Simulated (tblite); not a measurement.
Compound: C3H4N3PSi.
SMILES: `c1(C#N)nn([SiH3])cp1`

Calculated harmonic vibrations of the isolated species, GFN2-xTB (tblite), most abundant isotopes, no scaling. This tight-binding method is rough: wavenumbers can miss measured ones by several per cent, in bad cases by 10 to 20. Modes of hydrogen on silicon can be 10 to 20 % off.

Harmonic wavenumbers (cm⁻¹): 36.7, 100.3, 104.5, 162.6, 186.5, 394.4, 413.7, 477.8, 503.7, 529.3, 569.1, 587.6, 607.6, 709.5, 743.2, 751.0, 751.6, 786.0, 907.2, 946.0, 1118.6, 1164.3, 1283.0, 1307.5, 1459.6, 2291.4, 2330.5, 2332.5, 2361.9, 3127.1.

A = 2889, B = 978.5, C = 737.3 MHz; mass 140.991 u (most abundant isotopes); point group Cs, symmetry number 1.

Task: Zero-point energy?

Result: ½Σν̃ = 14522 cm⁻¹ = 41.52 kcal/mol.

Task: What is S at 298.15 K and 1 bar for an ideal gas of classical rigid rotors and harmonic oscillators?

Result: Translation 40.77, rotation 29.42, vibration 24.00: S = 94.2 cal/(mol K).

Task: And Cp and H(298.15 K) − H(0)?

Result: Cp = 32.92 cal/(mol K), of which vibrations give 24.97 (their classical limit is 30 R = 59.6); H(298.15 K) − H(0) = 6.10 kcal/mol without the zero-point energy, 3.73 from vibrations.

Task: How do the functions run with temperature in this model?

Result: 
| T (K) | S (cal/(mol K)) | Cp (cal/(mol K)) | H − H(0) (kcal/mol) | G − H(0) (kcal/mol) | ln q(vib) |
| --- | --- | --- | --- | --- | --- |
| 150 | 76.3 | 20.3 | 2.13 | -9.31 | 2.65 |
| 250 | 88.7 | 29.1 | 4.61 | -17.57 | 4.76 |
| 400 | 104.8 | 39.5 | 9.81 | -32.12 | 7.92 |
| 600 | 122.6 | 48.0 | 18.63 | -54.93 | 11.95 |
| 900 | 143.6 | 55.3 | 34.24 | -95.00 | 17.38 |

q(vib) and H(0) count from the zero-point level.

Task: Which modes carry the vibrational entropy at 298.15 K?

Result: 36.7 cm⁻¹: 5.43; 100.3 cm⁻¹: 3.45; 104.5 cm⁻¹: 3.37; 162.6 cm⁻¹: 2.52; 186.5 cm⁻¹: 2.26; 394.4 cm⁻¹: 0.98 cal/(mol K); the other 24 give 5.98 together.

Task: What must be added to the electronic energy to get the Gibbs energy at 298.15 K and 1 bar?

Result: ZPE + [H(298.15 K) − H(0)] − T·S = 41.52 + 6.10 − 28.08 = 19.54 kcal/mol.

Hindered rotation and anharmonicity are outside this model.
